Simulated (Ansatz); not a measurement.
Geometry optimisation, RKS PBE0/def2-SVP in Ansatz.

Input file:

```yaml
crystal:
  periodic: [false, false, false]
  atoms:
    - { symbol: In, position_ang: [-0.762429, 0.137616, -0.85161] }
    - { symbol: C, position_ang: [0.593425, 0.547427, 0.791072] }
    - { symbol: O, position_ang: [-0.317494, -1.822083, -0.788084] }
    - { symbol: H, position_ang: [0.295341, -1.678939, -0.047126] }
    - { symbol: Cl, position_ang: [-2.291501, 1.086343, -2.322745] }
    - { symbol: H, position_ang: [1.449461, -0.123977, 0.622233] }
    - { symbol: H, position_ang: [0.08046, 0.270839, 1.724411] }
    - { symbol: H, position_ang: [0.952537, 1.582774, 0.871948] }
basis:
  gaussian: { orbitals: def2-SVP }
hamiltonian:
  xc: pbe0
relax:
  f_tol: 0.03
  max_steps: 50
```

Command:

```bash
$ ansatz run input.yaml --threads 2 --pin off --max-ram 3072MiB --backend cpu --events-out ev --progress --plain --runs-dir out
```

Q: Where does it end, and by what steps?

A: The forces met the threshold. After 10 steps the energy has fallen by 0.538 eV; H4 moved furthest, 1.17 Å.

```tsv
step	energy less start (eV)	largest force component (eV/Å)	accepted
0	0.0000	0.757	yes
1	-0.1715	0.595	yes
2	-0.2873	0.817	yes
3	-0.3866	0.426	yes
4	-0.4668	0.334	yes
5	-0.5143	0.327	yes
6	-0.5276	0.117	yes
7	-0.5236	0.727	no
8	-0.5361	0.045	yes
9	-0.5341	0.404	no
10	-0.5381	0.021	yes
```

```xyz
8
Properties=species:S:1:pos:R:3
In -0.513 -0.139 -0.624
C 0.651 0.811 0.903
O -0.617 -2.056 -1.164
H -0.050 -2.628 -0.634
Cl -1.991 1.089 -1.980
H 1.654 0.368 0.949
H 0.144 0.671 1.869
H 0.721 1.884 0.681
```

Whether the end is a true minimum wasn't checked by a vibrational analysis.

Run time: 14 s on 2 threads of AMD EPYC 9R45 96-Core Processor (Zen 5) (shared host), peak memory 0.21 GiB.
